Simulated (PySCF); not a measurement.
## Two-component Hartree-Fock for Sc¹²⁺ (scandium, charge +12)

Start: [He] 2s2 2p5; 2p1/2 filled at m_j = -1/2, +1/2; 2p3/2 filled at m_j = -1/2, +1/2, +3/2. Calculated with PySCF 2.14 in an even-tempered Gaussian basis (18 s from 2 bohr⁻², ratio 2.4; 11 p from 2.6 bohr⁻², ratio 2.4; 5 d from 13 bohr⁻², ratio 2.6; 5 f from 20 bohr⁻², ratio 2.6): generalised Hartree-Fock with the X2C-1e Hamiltonian and a Gaussian nucleus; one run each with spin-orbit coupling (SO) switched off, then screened by Boettger's factors.

| spinor shell | electrons | ε, spin-free (eV) | ε, screened SO (eV) | weight of nominal j (screened SO) | rms radius, screened SO (bohr) |
| --- | --- | --- | --- | --- | --- |
| 1s1/2 | 2 | -4916.4 | -4916.2 | 1.000 | 0.0842 |
| 2s1/2 | 2 | -849.11 | -849.03 | 1.000 | 0.359 |
| 2p1/2 | 2 | -764.12 | -768.28 | 0.820 | 0.323 |
| 2p3/2 | 3 | -764.12 | -761.82 | 0.880 | 0.325 |

| quantity | spin-free | screened SO |
| --- | --- | --- |
| E (hartree) | -691.82236 | -691.88643 |
| M_J | 3/2 | 3/2 |
| ⟨J²⟩ | 3.750 | 3.750 |
| ⟨L²⟩ | 2.000 | 2.000 |
| ⟨S²⟩ | 0.750 | 0.750 |

Each row is a mean over spinors that exchange with the open shell spreads, by up to 15.380 eV (2s1/2).

Rows whose weight is well below 1 are mixtures of j = l ± 1/2: exchange outweighs spin-orbit coupling there, and the label is only the starting occupation.

Without spin-orbit coupling the j labels of p, d and f shells carry no meaning; the spin-free column gives the mean over the occupied spinors of each nl shell.
